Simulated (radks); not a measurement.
Q: Valence configurations of Lu (all share [Xe]). Method: Dirac Kohn-Sham, PBEsol, spin-unpolarised, spherical densities, point nucleus; open shells fill j = l - 1/2 first; computed with a radial shooting solver on a logarithmic mesh with Libxc functionals. Order these by energy: 4f14 5d2 6s1; 4f13 5d2 6s2; 4f14 5d1 6p2; 4f14 5d1 6s2; 4f14 5d1 6s1 6p1; 4f14 5d1 6s1.5 6p0.5; 4f14 5d3; 4f12 5d1 6s2 6p2; 4f13 5d1 6s1 6p2; 4f12 5d3 6s2.

A: From the lowest, in eV above it: 4f14 5d1 6s2 0.000; 4f14 5d1 6s1.5 6p0.5 1.563; 4f14 5d2 6s1 2.865; 4f14 5d1 6s1 6p1 3.159; 4f14 5d3 5.892; 4f14 5d1 6p2 6.445; 4f13 5d2 6s2 9.794; 4f13 5d1 6s1 6p2 15.636; 4f12 5d3 6s2 25.775; 4f12 5d1 6s2 6p2 33.636. NIST lists [Xe] 4f14 5d1 6s2 as the ground configuration; this level of theory agrees among the configurations tried. The energies are those of spherical spin-averaged densities, not of single terms.
